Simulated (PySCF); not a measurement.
## C₆ coefficients of unlike pairs at BHandHLYP

Calculated with PySCF 2.14 from the dipole response of each species, C₆(A,B) = (3/π) ∫ α_A(iu) α_B(iu) du, in atomic units, from isotropic polarisabilities. For ions this is the dispersion term alone; charge-induced terms of lower order in 1/R come first.

| species | configuration | basis | relativity | α (bohr³) | C₆ (like pair) |
| --- | --- | --- | --- | --- | --- |
| S²⁺ | [Ne] 3s2 3p2 (3P) | dyall-av3z (19s12p3d2f) | none | 7.263 | 26.28 |
| Mg²⁺ | [Ne] (1S) | aug-cc-pVQZ-DK (7s6p4d3f2g) | spin-free X2C | 0.3312 | 0.2304 |
| B³⁺ | 1s2 (1S) | aug-cc-pwCVTZ (7s6p4d2f) | none | 0.01982 | 0.002634 |

Task: Estimate C₆ for B³⁺ with S²⁺.

Result: The integral gives 0.1390. The combination rule 2 C_A C_B / (C_A α_B/α_A + C_B α_A/α_B) gives 0.1335 and the geometric mean 0.2631.

No spin-orbit coupling is included.

The other pairs:

```tsv
pair	C₆
B³⁺, Mg²⁺	0.02115
Mg²⁺, S²⁺	1.967
```
